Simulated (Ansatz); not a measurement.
`O[SiH]([SiH3])Cl` + H• → `O[Si]([SiH3])Cl`• + H₂ at 500 K and 1 bar (hydrogen abstraction from the Si–H bond).

Program: Ansatz. Geometries: PBE0-D4/def2-TZVP. ΔE: electronic, gas phase. CCSD(T)/CBS is the MP2 limit (def2-TZVPP, def2-QZVPP) plus CCSD(T) − MP2 in def2-TZVPP, frozen cores. This one scheme is used for every species, atoms too. Open shells (•) are unrestricted, without spin–orbit coupling. One conformer a species, not always the lowest.

| species | CCSD(T)/CBS energy (Eh) | H − E (kJ/mol) | S (J/(mol·K)) |
| --- | --- | --- | --- |
| `O[SiH]([SiH3])Cl` | -1116.20942 | 177.1 | 416.7 |
| H• | -0.50000 | 10.4 | 125.5 |
| `O[Si]([SiH3])Cl`• | -1115.55818 | 151.5 | 419.7 |
| H₂ | -1.17544 | 41.0 | 145.5 |

H − E and S are ideal-gas, rigid-rotor, harmonic terms from PBE0-D4/def2-TZVP, for one conformer and one mirror image of each species, with the whole ground term of open shells counted as degenerate. The MP2-based limit puts H₂ 0.8 mEh under its directly extrapolated value; such offsets cancel only in part. 1 Eh = 2625.50 kJ/mol, R = 8.31446 J/(mol·K).

**Question.** By hand: ΔE, ΔH, ΔS and ΔG.

**Answer.** ΔE = (-1115.55818) + (-1.17544) − (-1116.20942) − (-0.50000) = -0.02420 Eh = -63.5 kJ/mol. Δ(H − E) = 151.5 + 41.0 − 177.1 − 10.4 = 5.0, so ΔH = -58.5 kJ/mol. ΔS = 419.7 + 145.5 − 416.7 − 125.5 = 23.0 J/(mol·K). ΔG = -58.5 − 500 × (23.0)/1000 = -70.0 kJ/mol.

**Question.** By hand: the equilibrium constant, and the temperature at which ΔG would vanish if ΔH and ΔS stayed fixed.

**Answer.** log₁₀ K = −ΔG/(RT ln 10) = 7.3. ΔH and −TΔS have one sign here, so there is no such temperature.

ΔH outweighs TΔS. A doubt of 5 kJ/mol in ΔE shifts log₁₀ K by 0.5 here. Other conformers and mirror images would add mixing entropy, several J/(mol·K) or more a flexible species. These are equilibria of isolated gas molecules and say nothing of rates. Largest T1 diagnostic: 0.015 (customary marks: 0.02 for closed shells, 0.045 for open ones).
